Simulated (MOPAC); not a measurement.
MOPAC input (AM1):

```
AM1 FORCE THERMO(298,298) PRECISE LET GEO-OK AUX(PRECISION=9) THREADS=1
H4Al2

Al   -0.00111728 1   -0.01379228 1    1.19127956 1
Al    0.00111816 1    0.01379253 1   -1.19127959 1
H     1.23433624 1   -0.02846041 1    1.92371731 1
H    -1.23795090 1   -0.01605856 1    1.92154132 1
H     0.00799277 1    1.25831991 1   -1.90831257 1
H    -0.00438266 1   -1.21380226 1   -1.93694592 1
```

From the output:

```
     H    6   0.110053   2.120721   0.029536   0.029536   0.162447   2.194402

          HEAT OF FORMATION =      26.247315 KCALS/MOLE

          ZERO POINT ENERGY      16.924 KCAL/MOL

           NORMAL COORDINATE ANALYSIS (Total motion = 1 Angstrom)

   Root No.       1         2         3         4         5         6         7         8

                 1 B1      1 E       1 E       1 A1      2 E       2 E       1 B2      2 A1

                 260.7     316.8     316.8     494.4     572.4     572.4     714.2     783.8

           1   -0.0000   -0.0000    0.0000   -0.1403    0.0000   -0.0000   -0.0156   -0.0207
           2   -0.0000    0.0253    0.0001   -0.0000   -0.0001    0.0168    0.0000    0.0000
           3   -0.0000    0.0000   -0.0031   -0.0000   -0.0401   -0.0003   -0.0000    0.0000
           4    0.0000    0.0000   -0.0000    0.1403   -0.0000    0.0000   -0.0156    0.0207
           5    0.0000   -0.0031   -0.0000    0.0000    0.0003   -0.0401   -0.0000   -0.0000
           6    0.0000   -0.0001    0.0253    0.0000    0.0168    0.0001    0.0000   -0.0000
           7    0.0000   -0.3129   -0.0008   -0.1788    0.0007   -0.1025    0.2093    0.2037
           8   -0.0000   -0.1657   -0.0004   -0.0191    0.0003   -0.0473    0.1219    0.1263
           9   -0.2500    0.0003   -0.1317   -0.0000    0.3586    0.0023   -0.0000    0.0000
          10   -0.0000    0.3129    0.0008   -0.1788   -0.0007    0.1025    0.2093    0.2037
          11    0.0000   -0.1657   -0.0004    0.0191    0.0003   -0.0473   -0.1219   -0.1263
          12    0.2500    0.0003   -0.1317   -0.0000    0.3586    0.0023    0.0000    0.0000
          13   -0.0000    0.0008   -0.3129    0.1788   -0.1025   -0.0007    0.2093   -0.2037
          14    0.2500   -0.1317   -0.0003    0.0000   -0.0023    0.3586    0.0000   -0.0000
          15   -0.0000    0.0004   -0.1657    0.0191   -0.0473   -0.0003    0.1219   -0.1263
          16    0.0000   -0.0008    0.3129    0.1788    0.1025    0.0007    0.2093   -0.2037
          17   -0.2500   -0.1317   -0.0003    0.0000   -0.0023    0.3586   -0.0000   -0.0000
          18    0.0000    0.0004   -0.1657   -0.0191   -0.0473   -0.0003   -0.1219    0.1263

   Root No.       9        10        11        12

                 2 B2      3 A1      3 E       3 E

                1943.7    1950.0    1956.6    1956.6

           1   -0.0087   -0.0093    0.0000    0.0000
           2    0.0000    0.0000   -0.0305   -0.0001
           3   -0.0000    0.0000    0.0000   -0.0004
           4   -0.0087    0.0093    0.0000    0.0000
           5   -0.0000   -0.0000   -0.0004   -0.0000
           6    0.0000   -0.0000    0.0001   -0.0305
           7    0.1170    0.1201   -0.2517   -0.0005
           8   -0.2160   -0.2140    0.4124    0.0009
           9    0.0000   -0.0000   -0.0000    0.0010
          10    0.1170    0.1201    0.2517    0.0005
          11    0.2160    0.2140    0.4124    0.0009
          12   -0.0000    0.0000   -0.0000    0.0010
          13    0.1170   -0.1201    0.0005   -0.2517
          14   -0.0000   -0.0000    0.0010    0.0000
          15   -0.2160    0.2140   -0.0009    0.4124
          16    0.1170   -0.1201   -0.0005    0.2517
          17    0.0000   -0.0000    0.0010    0.0000
          18    0.2160   -0.2140   -0.0009    0.4124

           MASS-WEIGHTED COORDINATE ANALYSIS (NORMAL COORDINATES)

   Root No.       1         2         3         4         5         6         7         8

                 1 B1      1 E       1 E       1 A1      2 E       2 E       1 B2      2 A1

                 260.7     316.8     316.8     494.4     572.4     572.4     714.2     783.8

           1   -0.0000   -0.0000    0.0000   -0.6673    0.0000   -0.0000   -0.1626   -0.2129
           2   -0.0000    0.2377    0.0006   -0.0000   -0.0005    0.1507    0.0000    0.0000
           3   -0.0000    0.0001   -0.0288   -0.0000   -0.3592   -0.0013   -0.0000    0.0000
           4    0.0000    0.0000   -0.0000    0.6673   -0.0000    0.0000   -0.1626    0.2129
           5    0.0000   -0.0288   -0.0001    0.0000    0.0013   -0.3592   -0.0000   -0.0000
           6    0.0000   -0.0006    0.2377    0.0000    0.1507    0.0005    0.0000   -0.0000
           7    0.0000   -0.5687   -0.0014   -0.1644    0.0006   -0.1776    0.4205    0.4052
           8   -0.0000   -0.3010   -0.0007   -0.0176    0.0003   -0.0819    0.2448    0.2513
           9   -0.5000    0.0006   -0.2394   -0.0000    0.6212    0.0022   -0.0000    0.0000
          10   -0.0000    0.5687    0.0014   -0.1644   -0.0006    0.1776    0.4205    0.4052
          11    0.0000   -0.3010   -0.0007    0.0176    0.0003   -0.0819   -0.2448   -0.2513
          12    0.5000    0.0006   -0.2394   -0.0000    0.6212    0.0022    0.0000    0.0000
          13   -0.0000    0.0014   -0.5687    0.1644   -0.1776   -0.0006    0.4205   -0.4052
          14    0.5000   -0.2394   -0.0006    0.0000   -0.0022    0.6212    0.0000   -0.0000
          15   -0.0000    0.0007   -0.3010    0.0176   -0.0819   -0.0003    0.2448   -0.2513
          16    0.0000   -0.0014    0.5687    0.1644    0.1776    0.0006    0.4205   -0.4052
          17   -0.5000   -0.2394   -0.0006    0.0000   -0.0022    0.6212   -0.0000   -0.0000
          18    0.0000    0.0007   -0.3010   -0.0176   -0.0819   -0.0003   -0.2448    0.2513

   Root No.       9        10        11        12

                 2 B2      3 A1      3 E       3 E

                1943.7    1950.0    1956.6    1956.6

           1   -0.0913   -0.0967    0.0000    0.0000
           2    0.0000    0.0000   -0.2250   -0.0003
           3   -0.0000    0.0000    0.0000   -0.0029
           4   -0.0913    0.0967    0.0000    0.0000
           5   -0.0000   -0.0000   -0.0029   -0.0000
           6    0.0000   -0.0000    0.0003   -0.2250
           7    0.2362    0.2425   -0.3589   -0.0005
           8   -0.4360   -0.4319    0.5881    0.0009
           9    0.0000   -0.0000   -0.0000    0.0014
          10    0.2362    0.2425    0.3589    0.0005
          11    0.4360    0.4319    0.5881    0.0009
          12   -0.0000    0.0000   -0.0000    0.0014
          13    0.2362   -0.2425    0.0005   -0.3589
          14   -0.0000   -0.0000    0.0014    0.0000
          15   -0.4360    0.4319   -0.0009    0.5881
          16    0.2362   -0.2425   -0.0005    0.3589
          17    0.0000   -0.0000    0.0014    0.0000
          18    0.4360   -0.4319   -0.0009    0.5881

          DESCRIPTION OF VIBRATIONS

 VIBRATION          1    1B1         ATOM PAIR     ENERGY CONTRIBUTION    RADIAL
 FREQUENCY           260.69         Al2 -- H 6         +25.0% ( 74.0%)      0.0%
 TRANSITION DIPOLE   0.0000         Al2 -- H 5         +25.0% ( 74.0%)      0.0%
 TRAVEL (Ang.)       0.0000         Al1 -- H 4         +25.0% ( 74.0%)      0.0%
 REDUCED MASS        0.2520         Al1 -- H 3         +25.0% ( 74.0%)      0.0%
 EFFECTIVE MASS      1.0079
 FORCE CONSTANT      0.0101

 VIBRATION          3    1E          ATOM PAIR     ENERGY CONTRIBUTION    RADIAL
 FREQUENCY           316.79         Al2 -- H 5         +45.7% (119.6%)      4.9%
 TRANSITION DIPOLE   0.2153         Al2 -- H 6         +45.7% (119.6%)      4.9%
 TRAVEL (Ang.)       0.6968         Al1 -- Al2          +3.8% ( 34.5%)      0.0%
 REDUCED MASS        0.4383         Al1 -- H 3          +2.4% ( 27.5%)      0.0%
 EFFECTIVE MASS      3.5784
 FORCE CONSTANT      0.0259

 VIBRATION          4    1A1         ATOM PAIR     ENERGY CONTRIBUTION    RADIAL
 FREQUENCY           494.38         Al1 -- Al2         +50.2% (112.0%)    100.0%
 TRANSITION DIPOLE   0.0000         Al1 -- H 4         +12.4% ( 55.8%)     29.0%
 TRAVEL (Ang.)       0.1129         Al2 -- H 6         +12.4% ( 55.8%)     29.0%
 REDUCED MASS       10.7047         Al2 -- H 5         +12.4% ( 55.8%)     29.0%
 EFFECTIVE MASS     30.5478         Al1 -- H 3         +12.4% ( 55.8%)     29.0%
 FORCE CONSTANT      1.5415

 VIBRATION          6    2E          ATOM PAIR     ENERGY CONTRIBUTION    RADIAL
 FREQUENCY           572.37         Al2 -- H 5         +40.8% ( 53.9%)      0.0%
 TRANSITION DIPOLE   0.7898         Al2 -- H 6         +40.8% ( 53.9%)      0.0%
 TRAVEL (Ang.)       0.3922         Al1 -- H 3          +6.7% ( 21.8%)     14.1%
 REDUCED MASS        0.7661         Al1 -- H 4          +6.7% ( 21.8%)     14.1%
 EFFECTIVE MASS      2.9216
 FORCE CONSTANT      0.1479

 VIBRATION          7    1B2         ATOM PAIR     ENERGY CONTRIBUTION    RADIAL
 FREQUENCY           714.23         Al1 -- H 3         +24.7% ( 42.7%)      1.9%
 TRANSITION DIPOLE   1.2370         Al2 -- H 5         +24.7% ( 42.7%)      1.9%
 TRAVEL (Ang.)       0.5983         Al2 -- H 6         +24.7% ( 42.7%)      1.9%
 REDUCED MASS        0.2637         Al1 -- H 4         +24.7% ( 42.7%)      1.9%
 EFFECTIVE MASS      1.6163
```
